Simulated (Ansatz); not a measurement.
Coupled-cluster diagnostics for Li₇Al, Ansatz.

Geometry of the singlet (PBE0-D4/def2-TZVP):

```xyz
8

Al    0.355    0.230    1.137
Li   -1.527   -1.407   -0.082
Li   -1.604    1.185   -0.583
Li    3.033    0.339    1.283
Li    1.242    2.491    0.120
Li    1.147   -0.236   -1.386
Li   -4.025   -0.409   -1.522
Li    1.380   -2.193    1.033
```

Correlated methods freeze 5 core orbitals; core or outer-core shells of Li are correlated, in sets that lack core-valence functions. Another isomer (singlet) lies 0.26 eV lower at PBE0-D4/def2-TZVP; other spin states weren't run for this one.

Q: Estimate the CCSD(T) correlation energy, the shares of MP2 and (T), T1 and the reference's ⟨S²⟩ for: charge 0, singlet, own geometry in def2-TZVPP; and the rough time on 4 threads of Arm Neoverse V2 on a shared host.

A: 
| state | basis | correlation (eV) | MP2 share (%) | (T) share (%) | T1 | ⟨S²⟩ (pure) | wall time | remarks |
| --- | --- | --- | --- | --- | --- | --- | --- | --- |
| charge 0, singlet, own geometry | def2-TZVPP | -13.284 | 85.5 | 4.8 | 0.017 | 0.00 (0.00) | 24 s | restricted SCF unstable |
Customary marks for T1 are 0.02 (closed shells), 0.045 (open shells) and about 0.05 (3d metals). T1 stays under 0.02 throughout.
